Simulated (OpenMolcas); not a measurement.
## Si IV: CASPT2 settings compared

* Program: OpenMolcas 26.06
* Basis: ANO-R1 [4s3p1d]
* Scalar Hamiltonian: X2C, finite nucleus
* Active space: 1 electron in 8 orbitals (3s 3p 4s 4p)
* State averaging: 2S+1 = 2 even, 1 root; 2S+1 = 2 odd, 3 roots
* Spin-orbit coupling: RASSI with atomic mean-field integrals over the reference wave functions, term energies averaged over their components

Methods on the same reference wave functions:
A. CASSCF
B. SS-CASPT2, IPEA 0.15 Eh, imaginary shift 0.1 Eh (closed shells correlated: 2s 2p)
C. SS-CASPT2, IPEA 0.1 Eh, no level shift (closed shells correlated: 2s 2p)
D. SS-CASPT2, IPEA 0.5 Eh, imaginary shift 0.1 Eh (closed shells correlated: 2s 2p)

Energies in eV above 3s ²S_1/2, the measured ground level; measured values from NIST levels in Kelleher and Podobedova, J. Phys. Chem. Ref. Data 37, 1285 (2008).

| Level | A | B | C | D | Measured |
| --- | --- | --- | --- | --- | --- |
| 3s ²S_1/2 | 0.0000 | 0.0000 | 0.0000 | 0.0000 | 0.0000 |
| 3p ²P°_1/2 | 9.2742 | 9.293 | 9.293 | 9.293 | 8.8385 |
| 3p ²P°_3/2 | 9.3350 | 9.354 | 9.354 | 9.354 | 8.8957 |

Deviations, from unrounded energies. A percentage is the sum of absolute deviations over the sum of measured energies, with the sign that they share, or ± where signs differ.

| Against measurement | Levels | A | B | C | D |
| --- | --- | --- | --- | --- | --- |
| mean absolute deviation (cm-1) | 2 | 3500 | 3700 | 3700 | 3700 |
| other configurations (%) | 2 | +4.9 | +5.1 | +5.1 | +5.1 |

A, B, C, D lie about equally close to measurement. The largest miss of A in the table is 3p ²P°_3/2, by +3500 cm-1. The ranking rests on the paired levels alone, and a cruder setting can come out closer through cancelling errors.

Among B to D no level of the table moves by more than 5 cm-1.

The lowest spin-free term lies below A's lowest term by 0.022 hartree in B, 0.022 hartree in C, 0.022 hartree in D.

With one active electron outside closed inactive shells, the extra shells (4p 4s) add no correlation to the reference. The basis is small and was not contracted for so high a charge. With one active electron the reference holds no correlation, so core polarisation is missing (holds for A). With one active electron, CASPT2 adds the correlation within the correlated inactive shells and between them and that electron, and leaves the splitting within a term as the reference gives it (holds for B; C; D). Computed and measured levels are paired by configuration, term and J; levels that our copy of the source lacks, or whose pairing is in doubt (as where it misses far off the trend of its configuration), stay unpaired and out of the deviations. Only configurations of the active space appear.

° marks odd parity.
